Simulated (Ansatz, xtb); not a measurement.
**Ranking isomers of C3H7NSeSi2**

5 gas-phase structures of C3H7NSeSi2, from a drawn sample of its isomers (lower ones may exist). Each was relaxed with GFN2-xTB; where two conformers were screened, the lower at r2SCAN-D4/def2-SVP is listed:

A. `N#C/C=C\[SiH2][Se][SiH3]`, a singlet
B. `N#C[SiH2][Se][SiH]1CC1`, a singlet
C. `N#C[Si@@H]1C[SiH2][Se]C1`, a singlet
D. `C=C[SiH2][Se][SiH2]C#N`, a singlet
E. `C=C[Si@H](C#N)[Se][SiH3]`, a singlet

Q: Which do you expect lowest at r2SCAN-D4/def2-SVP, and how would the others follow?

A: Calculated order at r2SCAN-D4/def2-SVP: C (0.000), E (0.737), D (0.777), B (1.015), A (1.039) eV. Less than 1 kcal/mol parts E and D; B and A, so the order within those pairs means little.

Energies above the lowest of each column, in eV; the last columns are at PBE-D3(BJ)/def2-SVP geometries and were run for some of them only (a dash: not run or not comparable):

```
structure  GFN2-xTB  HF/STO-3G  r2SCAN-D4/def2-SVP  PBE-D3(BJ)/def2-SVP  CCSD(T)/def2-SVP + ΔMP2/def2-TZVPP
        C     0.724      0.000               0.000                0.000                               0.000
        E     0.609      1.736               0.737                0.707                               0.655
        D     0.606      1.775               0.777                0.750                               0.702
        B     1.169      2.021               1.015                    –                                   –
        A     0.000      2.308               1.039                    –                                   –
```

CCSD(T)/def2-SVP + ΔMP2/def2-TZVPP puts C lowest of those it was run on; GFN2-xTB picks A. Flexible structures stand in one conformer each, not always the lowest. Frequencies (GFN2-xTB) were run for C, D, E alone. The ΔMP2 step shifts differences by up to 0.171 eV, which makes them less sure. ΔMP2 is the change of the MP2 energy from the smaller to the larger basis.

Over these structures GFN2-xTB departs from r2SCAN-D4/def2-SVP by 0.425 eV on average once a common shift is removed. A GFN2-xTB relaxation took about 0.23 s and the r2SCAN-D4/def2-SVP energy about 2.5 s on a shared host (Ansatz 0.2.0, xtb 6.7.1).
